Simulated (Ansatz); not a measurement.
`CBC(C)F` + `CC(O)S` → `COC(C)S` + `BC(C)F`  (substitution at a C–B bond)

Gas-phase electronic energies from Ansatz, PBE0-D4/def2-TZVP geometries. CBS: MP2 limit from def2 TZ/QZ plus the TZ coupled-cluster correction, frozen cores. DFT in def2-TZVPP. One conformer a species, not always the lowest.

(1) Is it downhill or uphill in electronic energy at CCSD(T)/CBS, and by how much? (An estimate is asked.)

(2) What do these levels give: PBE-D4, r2SCAN-D4, ωB97X-V, ωB97M-V, B2PLYP, r2SCAN, MP2/def2-TZVPP, SCS-MP2/def2-TZVPP, CCSD(T)/def2-TZVPP, SCS-MP2/def2-QZVPP, HF/CBS(def2), MP2/CBS(def2)? (An estimate is asked.)

Largest T1 diagnostic among the species: 0.011.

Results:

(1) The calculation gave: Uphill: ΔE = +0.88 eV.

(2) The calculation gave: PBE-D4 0.87, r2SCAN-D4 0.89, ωB97X-V 0.83, ωB97M-V 0.88, B2PLYP 0.84, r2SCAN 0.89, MP2/def2-TZVPP 0.88, SCS-MP2/def2-TZVPP 0.82, CCSD(T)/def2-TZVPP 0.85, SCS-MP2/def2-QZVPP 0.84, HF/CBS(def2) 0.77, MP2/CBS(def2) 0.91 eV.

In def2-TZVPP, CCSD(T) changes the Hartree–Fock value by +0.08 eV (the triples alone add −0.01 eV) and MP2 by +0.11 eV.
